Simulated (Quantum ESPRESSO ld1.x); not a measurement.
Problem. All-electron atom: the gold ion Au5+ in [Xe] 4f14 5d6. Method: Dirac Kohn-Sham, PBE, spin-unpolarised, spherical densities, point nucleus; open shells fill j = l - 1/2 first; computed with ld1.x of Quantum ESPRESSO 7.5.

Spin-orbit splittings of the eigenvalues, e(l+1/2) - e(l-1/2), with zeta = 2 splitting/(2l+1) and mean radii in bohr:

shell  occ.  splitting (eV)  zeta (eV)  <r> j=l-1/2  <r> j=l+1/2
2p        6            1836       1224      0.05798      0.06653
3p        6               ?          ?       0.1736       0.1893
3d       10           87.06      34.83       0.1648       0.1696
4p        6           97.18      64.79       0.4093       0.4433
4d       10           18.10      7.240       0.4518       0.4629
4f       14           3.823      1.092       0.4939       0.5007
5p        6           17.27      11.51       0.9856        1.072
5d        6           2.140     0.8559        1.322        1.356

Estimate the 3p splitting.

Solution. 405.2 eV (zeta = 270.1 eV).
